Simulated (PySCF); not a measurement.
SeCl3, SMILES Cl[Se](Cl)Cl, multiplicity 2. Atoms are numbered in the order given.

```xyz
4

Se     0.2811     0.2821     0.0000
Cl    -0.2396     0.6562     2.2414
Cl    -0.2396     0.6562    -2.2414
Cl    -0.0830    -1.8767     0.0000
```
Charge 0, spin multiplicity 2.

Coordinates come from a B3LYP-D3(BJ)/def2-SVP optimisation. The spin state was assumed, not searched. The isomer is the one that the SMILES or the coordinates give; other isomers of the formula were not compared.

Level of theory: PBE0/def2-TZVPD (PySCF).

Mulliken values depend strongly on the basis, most of all with diffuse functions as here. ESP charges are fitted to the potential on shells at 1.4 to 2.0 van der Waals radii. Atomic charges (e):

| atom | ESP fit | meta-Löwdin | Mulliken spin |
|---|---|---|---|
| Se1 | 0.32 | ? | 0.56 |
| Cl2 | -0.15 | ? | 0.20 |
| Cl3 | -0.15 | ? | 0.20 |
| Cl4 | -0.02 | ? | 0.03 |

Question: Some entries are withheld; supply them. (An estimate is asked for; the answer gives what the named calculation found.)

Answer: 
- Se1, meta-Löwdin: 0.72
- Cl2, meta-Löwdin: -0.29
- Cl3, meta-Löwdin: -0.29
- Cl4, meta-Löwdin: -0.13
